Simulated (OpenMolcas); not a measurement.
N2+, P2+, As2+, Sb2+, Bi2+: ns2 np down the group

```json
{
  "Program": "OpenMolcas 26.06",
  "Method": "CASSCF",
  "Basis": "ANO-R3",
  "Scalar Hamiltonian": "X2C, finite nucleus",
  "Spin-orbit coupling": "state interaction with AMFI integrals over the reference wave functions, term energies averaged over their components"
}
```

Active space for each ion: 1 electron in 3 orbitals (p).

Computed levels in cm-1 above 2P* 1/2:

```
                                Level  N2+  P2+  As2+  Sb2+   Bi2+
                              2P* 3/2  173  504  2638  5839  18019
weight of 2P* in the lowest level (%)  100  100   100   100    100
```

Measured, with the error of the calculation in %. Measured levels: N2+ from Moore, Selected Tables of Atomic Spectra, NSRDS-NBS 3, section 5; P2+ from Martin, Zalubas and Musgrove, J. Phys. Chem. Ref. Data 14, 751 (1985); As2+ from Moore, Atomic Energy Levels, vol. II, NSRDS-NBS 35 (1971 reprint of NBS Circular 467, 1952); Sb2+, Bi2+ from Moore, Atomic Energy Levels, vol. III, NSRDS-NBS 35 (1971 reprint of NBS Circular 467, 1958).

```
  Level         N2+         P2+          As2+          Sb2+           Bi2+
2P* 3/2  174 (-1.0)  559 (-9.9)  2940 (-10.3)  6576 (-11.2)  20788 (-13.3)
```

The fine-structure level 2P* 3/2 changes by a factor of 104 from N2+ to Bi2+.

With one active electron the reference holds no correlation, so core polarisation is missing. Measured partners are found by configuration, term and J. A level has none where our copy of the source lacks it or the pairing is in doubt (some pairs that miss far off the trend of their configuration count as doubtful), and it then counts in no deviation. Levels of configurations outside the active space are missing.

* marks odd parity.
